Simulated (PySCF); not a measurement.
# How methods differ on the interval between two levels of V³⁺

V³⁺ [Ar] 3d2 [3F4, M_J = 4] → V³⁺ [Ar] 3d1 4p1 [3F4, M_J = 4], as a difference of total energies. Calculation: PySCF 2.14, in x2c-TZVPall-2c with one added diffuse shell each of s, p, d type (7s8p5d1f, 63 functions); the two-component X2C-1e Hamiltonian. Correlated levels: [Ne] frozen. "Screened" scales the spin-orbit matrix elements by Boettger's factors to mimic the two-electron term; Breit and QED terms are absent.

```
                    method  interval between two levels (cm⁻¹)
           GHF (spin-free)                              144860
          GMP2 (spin-free)                              143110
 GHF (screened spin-orbit)                              145090
GMP2 (screened spin-orbit)                              143370
```

The labels give the starting determinants; with spin-orbit coupling the two ends relaxed to ⟨J²⟩ = 20.00, ⟨L²⟩ = 12.01, ⟨S²⟩ = 2.00 and ⟨J²⟩ = 20.01, ⟨L²⟩ = 12.01, ⟨S²⟩ = 2.00.
